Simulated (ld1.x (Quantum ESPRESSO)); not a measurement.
## arsenic: excitation energies, all-electron against PAW

ld1.x (Quantum ESPRESSO) 7.5 input, shortened:

```
&input
   title='As', zed=33., rel=1, dft='PBE', iswitch=3,
   config='[Ar] 3d10 4s1 4p4'
 /
 &inputp
   pseudotype=3, lpaw=.true., tm=.true., lloc=-1, rcloc=0.85,
   nlcc=.true., rcore=0.80,
   which_augfun='PSQ', rmatch_augfun=0.70
 /
6
4S  1  0   1.00   0.00  1.25  1.60  0.0
4S  1  0   0.00   2.95  1.25  1.60  0.0
4P  2  1   4.00   0.00  1.05  1.45  0.0
4P  2  1   0.00   4.15  1.05  1.45  0.0
3D  3  2  10.00   0.00  0.70  0.75  0.0
3D  3  2   0.00   2.20  0.70  0.75  0.0
 &test
   configts(1)='3d10 4s1 4p4'
 /
```

Energies are relative to the spin-unpolarised reference configuration 3d10 4s1 4p4; without spin polarisation the order of configurations can differ from experiment.

```
valence configuration  charge  ΔE all-electron (eV)  error AE − PS (meV)
         3d10 4s2 4p2      +1                -0.268                 -0.2
         3d10 4s2 4p1      +2                17.650                 -2.6
          3d9 4s2 4p4       0                30.681                 -339
          3d9 4s2 4p3      +1                41.413                 -350
       3d10 4s2 4p2.5    +0.5                -5.862                 +0.3
```

What are ΔE and the potential's error for 3d10 4s2 4p3?

ΔE = -9.417 eV all-electron; the error (AE − PS) is +0.5 meV.

What are ΔE and the potential's error for 3d10 4s0 4p5?

ΔE = 9.639 eV all-electron; the error (AE − PS) is -1.9 meV.

Levels in the configuration 3d10 4s2 4p1:

```json
{"level": "3d", "all-electron (eV)": "-61.938", "pseudo (eV)": "-61.952"}
{"level": "4s", "all-electron (eV)": "-33.447", "pseudo (eV)": "-33.448"}
{"level": "4p", "all-electron (eV)": "-22.668", "pseudo (eV)": "-22.669"}
```

Note: ghost states, extra bound levels that the all-electron valence spectrum of the same l lacks: s at -250.1 eV, p at -40.9 eV. A true bound ghost makes a file unfit for plane-wave use.
